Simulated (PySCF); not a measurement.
# CdAs: a base run and its variants

Base input, run as `OMP_NUM_THREADS=1 python input.py` with PySCF 2.14:

```python
from pyscf import gto, scf, mp

mol = gto.M(
    atom='Cd 0 0 0; As 0 0 2.575',
    basis='def2-svpd',
    ecp={'Cd': 'def2-svpd'},
    charge=0,
    spin=3,
    symmetry=True,
    verbose=4,
)
mf = scf.UHF(mol)
mf.kernel()
mp.MP2(mf).kernel()
mf.dip_moment()
print('orbital energies (hartree):', [e[max(0, n-3):n+3].round(4) for e, n in zip(mf.mo_energy, mol.nelec)])
```

Base result: E(SCF) = -2400.752387 Eh, 14 cycles, E(MP2) − E(SCF) = -0.59848 Eh, ⟨S²⟩ = 3.789, μz(SCF) = -1.15 D. The bond length is a typed value, not an optimised one. No search for the lowest solution was made.

It ran on Intel Xeon Platinum 8488C (1 thread, shared host) in 3.2 s, peak memory 0.21 GiB.

Each row names what differs from the base; energies in brackets are changes from the base.

```tsv
change	result	wall time (s)
step after the SCF: mp2 → gradient	E(SCF) = -2400.752387 Eh (+0.0000 eV), 14 cycles, ⟨S²⟩ = 3.789, μz(SCF) = -1.15 D, gradient on the second atom -0.0221 Eh/bohr	10
core potential: on → off [unsound on purpose] [spin-contaminated]	E(SCF) = -3547.836804 Eh, E(MP2) − E(SCF) = -0.28118 Eh, ⟨S²⟩ = 5.290, μz(SCF) = 2.25 D	3.9
smearing width (hartree): none → 0.05; step after the SCF: mp2 → none [smearing does not keep the typed spin]	E(SCF) = -2400.502235 Eh (+6.8070 eV), μz(SCF) = -3.52 D	2.2
cycle limit: 50 → 1 [unsound on purpose]	not converged: SCF after 1 cycles	30
geometry: bond 2.575 → bond 2.652	E(SCF) = -2400.754958 Eh (-0.0700 eV), 14 cycles, E(MP2) − E(SCF) = -0.59790 Eh, ⟨S²⟩ = 3.798, μz(SCF) = -1.14 D	3.7
electric field along z (a.u.): none → 0.2; point-group symmetry: on → off [unsound on purpose] [may be another electronic state]	E(SCF) = -2403.727454 Eh (-80.9557 eV), 12 cycles, E(MP2) − E(SCF) = -0.52885 Eh, ⟨S²⟩ = 3.756, μz(SCF) = 69.85 D	3.7
functional: none (Hartree–Fock) → olyp; SCF type: UHF → UKS; step after the SCF: mp2 → analyze	E(SCF) = -2404.122379 Eh, 13 cycles, ⟨S²⟩ = 3.757, μz(SCF) = -0.43 D	8.5
point-group symmetry: on → off	E(SCF) = -2400.752387 Eh (+0.0000 eV), 14 cycles, E(MP2) − E(SCF) = -0.59848 Eh, ⟨S²⟩ = 3.789, μz(SCF) = -1.15 D	3.3
spin (2S): 3 → 1 [spin-contaminated]	E(SCF) = -2400.742917 Eh (+0.2577 eV), 14 cycles, E(MP2) − E(SCF) = -0.59208 Eh, ⟨S²⟩ = 1.786, μz(SCF) = -1.54 D	3.7
SCF type: UHF → ROHF	E(SCF) = -2400.744395 Eh (+0.2175 eV), 14 cycles, E(MP2) − E(SCF) = -0.60094 Eh, μz(SCF) = -1.40 D	3.5
functional: none (Hartree–Fock) → pw6b95; SCF type: UHF → UKS; step after the SCF: mp2 → analyze	E(SCF) = -2404.417034 Eh, 13 cycles, ⟨S²⟩ = 3.757, μz(SCF) = -0.47 D	11
geometry: bond 2.575 → bond 2.266	E(SCF) = -2400.720388 Eh (+0.8707 eV), 13 cycles, E(MP2) − E(SCF) = -0.60426 Eh, ⟨S²⟩ = 3.770, μz(SCF) = -0.80 D	3.5
charge: 0 → 2 [another spin of the ion may lie lower]	E(SCF) = -2400.001488 Eh (+20.4330 eV), 14 cycles, E(MP2) − E(SCF) = -0.53713 Eh, ⟨S²⟩ = 3.757	3.3
basis set: def2-svpd → sto-3g; core potential: on → off	E(SCF) = -7620.840447 Eh, 10 cycles, E(MP2) − E(SCF) = -0.01904 Eh, ⟨S²⟩ = 3.788, μz(SCF) = -2.78 D	2.3
convergence threshold: default → 0.001 [unsound on purpose]	E(SCF) = -2400.752338 Eh (+0.0013 eV), 6 cycles, E(MP2) − E(SCF) = -0.59930 Eh, ⟨S²⟩ = 3.789, μz(SCF) = -1.11 D	2.2
```

Question: Order these changes by how far they move the SCF energy from the base, largest first: (1) SCF type: UHF → ROHF; (2) geometry: bond 2.575 → bond 2.266; (3) geometry: bond 2.575 → bond 2.652; (4) point-group symmetry: on → off.

Answer: (2) +0.8707 eV, (1) +0.2175 eV, (3) -0.0700 eV, (4) +0.0000 eV.
